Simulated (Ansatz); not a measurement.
Caution, from a PySCF single point (PBE0-D3(BJ)/def2-TZVPD) at this geometry: the highest occupied level lies above zero, so the state may not be bound. This triplet is an excited state, 0.64 eV above the relaxed singlet at the level frozen-core CCSD(T)/aug-cc-pVDZ // PBE0-D3(BJ)/def2-TZVPD (Ansatz, a quantum-chemistry and plane-wave program).

A geometry relaxed with PBE0-D3(BJ)/def2-TZVPD (Ansatz), charge -1, multiplicity 3:

```xyz
7

O      2.3070     0.6510     0.8555
N     -1.3226    -0.2865     0.0335
H     -2.2285     0.1496     0.0560
C      1.2373     0.2172     0.3442
H      1.3510    -0.4208    -0.5959
H     -1.1287    -0.6667    -0.8900
B     -0.2157     0.3562     0.7179
```

Write the SMILES of this molecule.

`N[B-]C=O`
